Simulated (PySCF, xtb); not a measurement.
hydrogen telluride cation (H2Te), SMILES [TeH2] (connectivity only; charge and spin as stated), charge +1, multiplicity 2.

Harmonic wavenumbers (cm⁻¹) from GFN2-xTB run with xtb 6.7.1 at its own minimum, in rising order: 768, 1860, 1896.

**Question.** What does PBE0-D3(BJ)/def2-TZVPD in PySCF give at its own minimum? (An estimate is asked for; the answer gives what the named calculation found.)

**Answer.** 885, 2136, 2142. Paired by order, the mean absolute difference is 213 cm⁻¹ and the zero-point energies are 6.5 and 7.4 kcal/mol.
